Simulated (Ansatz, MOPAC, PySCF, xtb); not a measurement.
Complex: HCl (SMILES Cl) (first 2 atoms) with HBr (SMILES Br); geometry from B3LYP-D3(BJ)/def2-TZVP.
(charge 0, multiplicity 1):
```xyz
4

Cl     0.53482    -0.46597    -0.22562
H      0.80027     0.78568    -0.12357
Br     0.17720    -0.30934     3.68880
H      0.25519    -0.59205     2.28871
```

Counterpoise-corrected where a basis set is named; no monomer relaxation. Rows marked so take none.

Correlated levels freeze the cores. Filled d and f shells under p-block atoms count as core. CBS(a, b) extrapolates the correlation energy as X⁻³ and adds the Hartree–Fock energy of set b. Rows in 6-31G* carry no dispersion term and start afresh at each structure (6-31G* with six Cartesian d functions); the Pople sets are all-electron and without relativity. MP2/6-31G* freezes PySCF's default core, which leaves 3d correlated. The state that AM1 reach isn't checked.

Codes used: Ansatz (Gaussian basis) for Hartree–Fock, density functionals and correlated methods; MOPAC for AM1 (differences of heats of formation); PySCF for 6-31G* rows, the dispersion terms; xtb for the GFN methods. Each number belongs to the level named beside it.

```
level                                  interaction energy (kcal/mol)
-------------------------------------  -----------------------------
AM1                                                            -0.84
GFN2-xTB                                                       -2.43
revPBE-D3(BJ)/def2-TZVPPD                                      -1.95
B3LYP/def2-TZVPPD                                              -0.85
BHLYP/def2-TZVPPD                                              -0.97
B2PLYP/def2-TZVPPD                                             -1.14
MP2/6-31G* (no counterpoise)                                   -1.35
CCSD(T)/def2-TZVPPD                                       (withheld)
CCSD(T)/CBS(def2-TZVPPD, def2-QZVPPD)                     (withheld)
```

**Question.** What belongs in the gaps?

**Answer.** 
- CCSD(T)/def2-TZVPPD, interaction energy (kcal/mol): -1.21
- CCSD(T)/CBS(def2-TZVPPD, def2-QZVPPD), interaction energy (kcal/mol): -1.69

Ansatz is a program for electronic structure.
